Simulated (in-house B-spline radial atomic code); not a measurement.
# Ionising Tc⁸⁺ with different functionals

Computed with an all-electron radial atomic-structure program (B-spline basis): non-relativistic Hamiltonian, point nucleus, spin-polarised at highest spin, spherical fractional occupations for the functionals, the average over the highest-spin determinants for Hartree-Fock. The ionisation energy is the difference of two self-consistent energies, [Ar] 3d10 4s2 4p5 → [Ar] 3d10 4s2 4p4, without Breit or QED terms; ε is the level of the shell that loses the electron (its least bound occupied spin orbital). There is no spin-orbit coupling in this Hamiltonian.

Hybrids are left out here: with spherical fractional occupations of an open shell their exact exchange keeps a self-interaction that integer-occupation calculations don't have.

```
           method          rung  ΔSCF (eV)  -ε(4p) (eV)
     Hartree-Fock  Hartree-Fock          ?            ?
         LDA VWN5           LDA     170.89       161.03
         LDA PW92           LDA          ?            ?
LDA exchange-only           LDA     168.73       158.96
              PBE           GGA     170.49       160.74
           PBEsol           GGA     170.52       160.75
             BLYP           GGA     170.34       160.55
             RPBE           GGA     170.40       160.69
             PW91           GGA     170.65       160.88
             BP86           GGA     170.70       160.91
             AM05           GGA     170.56       160.79
             OLYP           GGA     170.66       161.05
             TPSS      meta-GGA     170.61       160.94
             SCAN      meta-GGA     170.83       161.32
           r2SCAN      meta-GGA     170.81       161.30
            M06-L      meta-GGA     170.10       160.67
          revTPSS      meta-GGA     170.59       160.94
```

What does LDA PW92 give?

ΔSCF 170.88 eV, and -ε(4p) = 161.02 eV.

What does Hartree-Fock give?

ΔSCF 169.01 eV, and -ε(4p) = 169.62 eV.

How do they compare with the NIST value?

NIST lists 169 eV ± 2.2 (tabulated theory, ground level to ground level). Errors run from -0.27 to +1.89 eV; all lie within about twice that uncertainty, so the table can't rank the methods. Hartree-Fock also lacks correlation.
